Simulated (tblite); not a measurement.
Species: C₆H₉Ge (doublet state).
Atom-mapped SMILES: `[CH3:1]/[C:2]=[CH:3]\[GeH2:4][C:5]#[C:6][CH3:7]` (hydrogens: H8, H9, H10 on C1; H11 on C3; H12, H13 on Ge4; H14, H15, H16 on C7)
Bond orders are those of one Lewis drawing.

Computed with GFN2-xTB (tblite), gas phase: L-BFGS steps from a force-field or distance-geometry start until the largest atomic force falls under 0.01 eV/Å.

Step 8: E = -521.4979 eV
```
atom  x, y, z in Å  |  force x, y, z in eV/Å
C1     -2.3870    0.5434    0.1632    0.030  -0.077  -0.016
C2     -2.3618   -0.8920   -0.1312   -0.136  -0.009   0.015
C3     -1.5181   -1.6501   -0.7442    0.013  -0.015   0.055
Ge4     0.1476   -0.8274   -1.4718   -0.002  -0.052  -0.071
C5      1.1937   -0.0716   -0.0868    0.026  -0.005  -0.036
C6      1.8256    0.3660    0.8433    0.043   0.028   0.029
C7      2.6112    0.9140    1.9269    0.026   0.019   0.054
H8     -3.2912    0.8581    0.6840    0.022  -0.065  -0.020
H9     -1.5160    0.7844    0.7769   -0.027   0.076   0.080
H10    -2.3058    1.0980   -0.7757   -0.070   0.066   0.015
H11    -1.6184   -2.7166   -0.8910   -0.059   0.094   0.042
H12    -0.2038    0.2860   -2.4288    0.069   0.018  -0.011
H13     0.9627   -1.8555   -2.2023    0.120  -0.047  -0.065
H14     3.1569    0.1231    2.4389    0.008  -0.072  -0.024
H15     1.9684    1.4105    2.6522   -0.071   0.022  -0.006
H16     3.3284    1.6386    1.5435    0.007   0.020  -0.043
```

Step 9: E = -521.5008 eV
```
atom  x, y, z in Å  |  force x, y, z in eV/Å
C1     -2.3885    0.5428    0.1641    0.030  -0.010  -0.005
C2     -2.3632   -0.8926   -0.1308   -0.049  -0.026  -0.037
C3     -1.5193   -1.6526   -0.7446   -0.057   0.085   0.122
Ge4     0.1479   -0.8320   -1.4707    0.032  -0.045  -0.080
C5      1.1981   -0.0680   -0.0938    0.056   0.002   0.054
C6      1.8255    0.3662    0.8419    0.019   0.009  -0.009
C7      2.6108    0.9139    1.9270    0.020   0.015   0.033
H8     -3.2943    0.8569    0.6857    0.058  -0.083  -0.040
H9     -1.5179    0.7888    0.7801   -0.072   0.040   0.040
H10    -2.3091    1.1032   -0.7740   -0.069   0.012   0.061
H11    -1.6226   -2.7177   -0.8884   -0.053   0.053   0.028
H12    -0.1939    0.2834   -2.4255    0.038   0.035  -0.037
H13     0.9688   -1.8530   -2.2058    0.107  -0.058  -0.054
H14     3.1559    0.1211    2.4386   -0.003  -0.042  -0.037
H15     1.9663    1.4099    2.6524   -0.046   0.013  -0.026
H16     3.3279    1.6386    1.5409   -0.010   0.000  -0.013
```

Task: Estimate the geometry and energy of step 10. (The exact step hangs on the optimiser's Hessian estimate; all steps are aligned on step 9, rigid shifts and turns removed.)

Result: E = -521.5037 eV, largest force 0.218 eV/Å
```
atom  x, y, z in Å  |  force x, y, z in eV/Å
C1     -2.3893    0.5417    0.1648    0.011   0.059   0.012
C2     -2.3664   -0.8931   -0.1308    0.037  -0.012  -0.068
C3     -1.5208   -1.6539   -0.7428   -0.090   0.137   0.143
Ge4     0.1489   -0.8372   -1.4714    0.073  -0.024  -0.057
C5      1.2031   -0.0650   -0.0997    0.063  -0.006   0.104
C6      1.8261    0.3668    0.8408   -0.003  -0.009  -0.041
C7      2.6108    0.9141    1.9279    0.002   0.003  -0.004
H8     -3.2962    0.8540    0.6865    0.054  -0.083  -0.036
H9     -1.5210    0.7938    0.7842   -0.094   0.000   0.001
H10    -2.3136    1.1086   -0.7714   -0.057  -0.033   0.083
H11    -1.6278   -2.7173   -0.8853   -0.044   0.004   0.013
H12    -0.1839    0.2818   -2.4233    0.012   0.041  -0.056
H13     0.9769   -1.8521   -2.2102    0.084  -0.058  -0.037
H14     3.1551    0.1182    2.4375   -0.014  -0.003  -0.042
H15     1.9633    1.4097    2.6521   -0.011   0.001  -0.040
H16     3.3273    1.6387    1.5382   -0.022  -0.016   0.023
```

The energy changes by -0.0029 eV. The first-order estimate −F·Δx gives -0.0039 eV and the mean of the old and new forces, exact on a quadratic surface, -0.0028 eV. The step makes an angle of 58° with the force vector and moves no atom by more than 0.010 Å.

The cost below is that of the whole relaxation. Time: 2.3 s. Hardware: one thread, Intel Xeon at 2.50 GHz (x86_64), shared host with 64 logical CPUs at a one-minute load of 62.
